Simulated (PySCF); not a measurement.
## Working out the ionisation energy of Cd⁺

Cd⁺ [Kr] 4d10 5s1 (2S) → Cd²⁺ [Kr] 4d10 (1S). All numbers are calculated (PySCF 2.14, a scalar-relativistic core potential, in cc-pVTZ-PP with ECP28MDF). Frozen: 4s2 4p6. Energies in hartree (1 hartree = 27.21139 eV):

```json
{"part": "UHF", "Cd⁺ (lower)": "-166.568358", "Cd²⁺ (upper)": "-165.997371"}
{"part": "MP2 opposite-spin", "Cd⁺ (lower)": "-0.254405", "Cd²⁺ (upper)": "-0.230324"}
{"part": "MP2 same-spin", "Cd⁺ (lower)": "-0.149878", "Cd²⁺ (upper)": "-0.132481"}
```

**Question.** What does Hartree-Fock give?

**Answer.** (-165.997371) − (-166.568358) = 0.570987 hartree = 15.537 eV.

**Question.** What do MP2 and SCS-MP2 (6/5 opposite-spin, 1/3 same-spin) give?

**Answer.** The opposite-spin parts differ by 0.655 eV and the same-spin parts by 0.473 eV. MP2: 15.537 + (0.655) + (0.473) = 16.665 eV. SCS-MP2: 15.537 + 1.2 × (0.655) + (0.473)/3 = 16.481 eV.

Measured between the centres of the two terms (NIST): 16.908 eV, so MP2 (valence) is off by -0.243 eV.

What remains against the reference includes basis incompleteness, the frozen core and correlation beyond second order.
